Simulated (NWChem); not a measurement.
System: BHSCl₂; SMILES SB(Cl)Cl

```xyz
5

B      0.0039    -0.0135     0.0000
Cl     1.4490    -1.0017     0.0000
Cl    -1.5732    -0.7814     0.0000
S      0.2104     1.7666     0.0000
H     -1.1055     2.0698     0.0000
```
Atoms are numbered in this order, from 1.

Results from NWChem. Pople sets run with spherical d functions. Coordinates come from a PBE0/def2-SVP optimisation. Level: PBE0/6-31+G*; the question gives the wavelength of the field.

Task: Estimate the computed values for field 1065 nm. Quantities: isotropic polarisability (bohr³); anisotropy (bohr³).

Result: 
```yaml
isotropic polarisability (bohr³): 54.2
anisotropy (bohr³): 28.2
```
